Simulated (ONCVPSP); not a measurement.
O (Z = 8): excitation energies, all-electron against ONCV

```
Element                 : O
Generator               : ONCVPSP 4.0.1
Type                    : optimised norm-conserving Vanderbilt (ONCV)
Functional              : LDA (Perdew-Wang 92)
Relativity              : scalar-relativistic
Frozen core             : [He]
Valence charge          : 6
Reference configuration : 2s1 2p5
Partial waves           : 2s: rc 0.80 bohr, ncon 4, nbas 8, qcut 9.6 1/bohr, 2 projectors, debl 3.6 Ha; 2p: rc 1.10 bohr, ncon 4, nbas 7, qcut 14.9 1/bohr, 3 projectors, debl 2.7 Ha; d scattering state at 0.28 Ha: rc 1.20 bohr, ncon 4, nbas 8, qcut 8.3 1/bohr, 2 projectors, debl 1.8 Ha
Local potential         : polynomial inside 0.55 bohr (lpopt 5, dvloc0 0 Ha)
Core correction         : Teter function, fcfact 4.25, rcfact 1.2
```

Energies are relative to the spin-unpolarised reference configuration 2s1 2p5; without spin polarisation the order of configurations can differ from experiment.

```csv
valence configuration,charge,ΔE all-electron (eV),error AE − PS (meV)
2s2 2p4,0,-14.586,+7.9
2s2 2p3,+1,1.999,+13
```

Problem. What are ΔE and the potential's error for 2s1 2p4?

Solution. ΔE = 16.838 eV all-electron; the error (AE − PS) is -2.7 meV.

Problem. What are ΔE and the potential's error for 2s2 2p2?

Solution. ΔE = 35.712 eV all-electron; the error (AE − PS) is +42 meV.

Levels in the configuration 2s1 2p4:

| level | all-electron (eV) | pseudo (eV) |
| --- | --- | --- |
| 2s | -39.540 | -39.543 |
| 2p | -24.672 | -24.671 |
